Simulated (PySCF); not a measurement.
## Working out the excitation energy of O

O [He] 2s2 2p4 (3P) → O [He] 2s1 2p5 (3P). All numbers are calculated (PySCF 2.14, the spin-free X2C one-electron Hamiltonian (Gaussian nucleus), in aug-cc-pCVTZ-DK). Frozen: 1s2. Energies in hartree (1 hartree = 27.21139 eV):

```json
{"part": "UHF", "O (lower)": "-74.865208", "O (upper)": "-74.243356"}
{"part": "CCSD correlation", "O (lower)": "-0.165786", "O (upper)": "-0.212124"}
{"part": "(T)", "O (lower)": "-0.003585", "O (upper)": "-0.015498"}
```

What does Hartree-Fock give?

(-74.243356) − (-74.865208) = 0.621852 hartree = 16.921 eV.

What do CCSD and CCSD(T) give?

The CCSD correlation energies differ by -0.046338 hartree = -1.261 eV and the triples by -0.011913 hartree = -0.324 eV, so CCSD gives 15.660 eV and CCSD(T) 15.336 eV.

The upper state lies above the first ionisation limit, where it may autoionise and the basis confines it.

The coupled-cluster amplitudes are large, so a single reference is strained.
